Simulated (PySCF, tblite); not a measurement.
Isomers of C4H7N3, one GFN2-xTB conformer each. Single-point energies are computed at PBE0/pcSseg-1 (PySCF, gas phase, no added dispersion term), electronic only.

Question: Rank them by PBE0/pcSseg-1 energy, lowest first (kcal/mol).
A. `[CH3:1][CH2:2][n:3]1[cH:4][cH:5][n:6][n:7]1` with C1–C2–N3–C4 77°
B. `[CH3:1][CH2:2][n:3]1[cH:4][n:5][n:6][cH:7]1` with C1–C2–N3–C4 -88°
C. `[CH3:1][CH2:2][c:3]1[cH:4][n:5][nH:6][n:7]1` with C1–C2–C3–C4 -84°
D. `Cc1nncn1C`
E. `Cc1cn(C)nn1`

Answer: D (0.0), B (4.4), C (5.2), E (10.1), A (12.7).

Neighbours under 2.5 kcal/mol apart (CCn1cnnc1 and CCc1cn[nH]n1) can change places with a better method, another conformer or zero-point energy. GFN2-xTB itself gives, in the same order: 0.0, 4.3, 16.4, 13.2, 15.9. Both levels put the same isomer lowest; measured from each level's own lowest isomer, the values differ by up to 11.2 kcal/mol (CCc1cn[nH]n1: 16.4 against 5.2).

Question: Which frontier levels, dipoles and rotational constants go with these structures?

Answer: 
```tsv
SMILES	HOMO (eV, PBE0/pcSseg-1)	LUMO (eV)	dipole (D)	A, B, C (MHz)
Cc1nncn1C	-6.99	0.58	6.31	3994, 3411, 1883
CCn1cnnc1	-7.11	0.31	6.40	7135, 1996, 1767
CCc1cn[nH]n1	-7.61	0.02	0.58	7069, 1931, 1706
Cc1cn(C)nn1	-7.15	0.10	4.47	7809, 2063, 1666
CCn1ccnn1	-7.53	0.04	4.75	7177, 2045, 1792
```

Question: What happens when harmonic zero-point energies from GFN2-xTB frequencies are added?

Answer: 
| SMILES | ZPE (kcal/mol) | electronic (kcal/mol) | with ZPE (kcal/mol) |
| --- | --- | --- | --- |
| Cc1nncn1C | 70.3 | 0.0 | 0.0 |
| CCn1cnnc1 | 71.0 | 4.4 | 5.1 |
| CCc1cn[nH]n1 | 71.2 | 5.2 | 6.1 |
| Cc1cn(C)nn1 | 70.1 | 10.1 | 9.8 |
| CCn1ccnn1 | 70.9 | 12.7 | 13.3 |

The zero-point energies span 1.1 kcal/mol. The order is unchanged.
